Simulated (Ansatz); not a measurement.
Cost and result up the ladder for Ge3Se3 (6 atoms). Charge 0, multiplicity 1. Geometry: PBE0-D4/def2-SVP.

```xyz
6

Ge    0.735    1.337    0.086
Ge   -1.768   -0.310    1.535
Ge    0.134   -1.110   -2.089
Se    0.357    0.232    2.277
Se    2.048   -0.509   -0.932
Se   -1.506    0.360   -0.876
```

Ansatz on 4 threads of Arm Neoverse V2 on a shared host. Times are rough, and most runs start from the orbitals of an earlier one. ωB97X-V/def2-TZVP serves as the yardstick here, not as an exact answer. Binding counts from free atoms at the same level (Ge triplet, Se triplet; other spins of the atoms weren't run), without zero-point energy.

B3LYP takes the VWN-RPA correlation. Correlated methods freeze 54 core orbitals; core or outer-core shells of Ge, Se are correlated, in sets that lack core-valence functions. Another isomer (singlet) lies 0.29 eV lower at PBE0-D4/def2-TZVP; other spin states weren't run for this one.

```csv
level,functions,wall time,binding energy per atom (eV),difference from ωB97X-V/def2-TZVP (eV)
PBE-D4/def2-TZVP (with forces),288,8 s,3.26,0.26
r2SCAN-D4/def2-TZVP,288,14 s,3.12,0.13
B3LYP-D4/def2-TZVP,288,16 s,3.03,0.04
PBE0-D4/def2-TZVP,288,20 s,3.09,0.09
MP2/def2-TZVP,288,21 s,3.05,0.06
ωB97X-V/def2-TZVP,288,30 s,2.99,0.00
```
